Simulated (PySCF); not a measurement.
C3H3BrF2, SMILES [C@@H]1(F)[C@H](F)[C@H]1Br.

Coordinates come from a PBE0-D3(BJ)/def2-SVP optimisation. The structure was generated by enumeration; whether it is a known compound was not checked.

Vertical ionisation energy (IE) and electron affinity (EA) in eV. Rows of orbital energies are one-electron estimates. Where ΔSCF, EOM or ADC give a negative EA the extra electron is unbound and the value depends on the basis.

```csv
level,IE,EA
"−ε(HOMO), −ε(LUMO), ωB97X/def2-TZVP (PySCF)",10.38,-1.65
"−ε(HOMO), −ε(LUMO), PBE/def2-TZVP (PySCF)",6.66,1.65
```
